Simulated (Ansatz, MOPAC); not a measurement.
Spectroscopic constants of BeCd, closed-shell singlet (lowest of 2S+1 = 1, 3 at CCSD(T)/def2-TZVPP on PBE0 minima; our sources give no spin for the ground state, which may be another). No spin–orbit coupling.

Seven points along R, fitted to fifth degree in 1/R; most abundant isotopes. In def2 and cc sets the state is the lowest found near the PBE0 minimum, followed along R. The singlet is held restricted.

Programs: Ansatz (Gaussian basis) for Hartree–Fock, density functionals and correlated methods; MOPAC for PM6, PM7 (differences of heats of formation). Values without a source in brackets are computed. In def2 rows elements past Kr take small-core potentials, without spin–orbit coupling.

```json
[
 {"level": "PM6", "r_e (Å)": "2.935", "ω_e (cm⁻¹)": "286", "α_e (cm⁻¹)": "0.0025", "B_e (cm⁻¹)": "0.234", "dipole (D)": "-"},
 {"level": "PM7", "r_e (Å)": "2.974", "ω_e (cm⁻¹)": "251", "α_e (cm⁻¹)": "0.0036", "B_e (cm⁻¹)": "0.228", "dipole (D)": "-"},
 {"level": "PBE/def2-TZVPP", "r_e (Å)": "2.903", "ω_e (cm⁻¹)": "157", "α_e (cm⁻¹)": "0.0069", "B_e (cm⁻¹)": "0.240", "dipole (D)": "0.51"},
 {"level": "PBE0/def2-TZVPP", "r_e (Å)": "3.020", "ω_e (cm⁻¹)": "129", "α_e (cm⁻¹)": "0.0077", "B_e (cm⁻¹)": "0.221", "dipole (D)": "0.42"}
]
```

The state that PM6, PM7 reach isn't checked; PM7 holds dispersion and hydrogen-bond terms.

Ansatz is a first-principles code.
